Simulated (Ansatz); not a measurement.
`[CH3][Ge]([OH])([OH])[OH]` → `[CH3][Ge][OH]` + hydrogen peroxide  (germylene formation by 1,1-elimination)

Isolated molecules relaxed with PBE0-D4/def2-TZVP in Ansatz; ΔE leaves out vibrations. CCSD(T)/CBS adds triple-zeta CCSD(T) − MP2 to the extrapolated MP2 energy (def2 sets, frozen cores). This one scheme is used for every species. Functionals use def2-TZVPP. For Ge outer-core shells are correlated without core-valence functions, which leaves a few kJ/mol of doubt a bond. Scalar relativity is left out up to krypton. Each species was taken in one conformer, which may not be the lowest.

`[CH3][Ge]([OH])([OH])[OH]`:

```xyz
11

C    -0.857    0.747   -1.200
Ge    0.139   -0.121    0.195
O     1.590   -0.916   -0.442
O    -0.832   -1.362    1.009
O     0.667    1.036    1.431
H    -0.998    0.057   -2.032
H    -1.829    1.055   -0.818
H    -0.311    1.624   -1.548
H     2.372   -0.657    0.052
H    -0.363   -2.199    1.043
H     0.422    0.737    2.310
```

`[CH3][Ge][OH]`:

```xyz
7

C    -0.534   -0.323    0.608
Ge   -0.569    1.130   -0.770
O     1.075    0.866   -1.431
H    -0.366   -1.291    0.123
H    -1.464   -0.379    1.177
H     0.292   -0.152    1.307
H     1.565    0.150   -1.015
```

`OO`:

```xyz
4

O    -0.483   -0.336    0.479
O     0.631    0.422    0.012
H    -0.335   -1.178    0.032
H     0.188    1.092   -0.523
```

**Question.** Is it downhill or uphill in electronic energy at CCSD(T)/CBS, and by how much? (Estimate.)

**Answer.** The calculation gave: Uphill: ΔE = +5.67 eV.

**Question.** What do these levels give: revPBE-D4, BLYP-D4, B97M-V, PBE-QIDH, revPBE, BLYP, r2SCANh, LC-ωPBE, CCSD/def2-SVP, HF/def2-TZVPP, MP2/def2-TZVPP, CCSD/CBS(def2)? (Estimate.)

**Answer.** Computed: revPBE-D4 5.04, BLYP-D4 4.94, B97M-V 5.55, PBE-QIDH 5.93, revPBE 4.85, BLYP 4.77, r2SCANh 5.68, LC-ωPBE 5.70, CCSD/def2-SVP 5.52, HF/def2-TZVPP 5.86, MP2/def2-TZVPP 6.07, CCSD/CBS(def2) 5.70 eV.

**Question.** What do rigid-rotor, harmonic-oscillator terms from PBE0-D4/def2-TZVP frequencies (298.15 K, 1 bar) make of the CCSD(T)/CBS value? (Best estimate.)

**Answer.** The calculation gave: ΔZPE = -0.06 eV, ΔH = +5.62 eV, ΔS = 161 J/(mol·K), ΔG = +5.12 eV.

Largest T1 diagnostic among the species: 0.014.

The D4 term adds +0.13 eV with B3LYP and +0.07 eV with PBE0; it sums over pairs of atoms, weighted by their polarisabilities, and B3LYP, whose exchange is more repulsive, gets the larger term. Leaving LDA and LC-ωPBE aside and taking each functional with its dispersion term where it has one, the values spread over 0.99 eV, from BLYP-D4 to PBE-QIDH. LDA lies +0.52 eV from PBE without D4.

B3LYP here is the variant with VWN-RPA as its local correlation; programs differ in this.
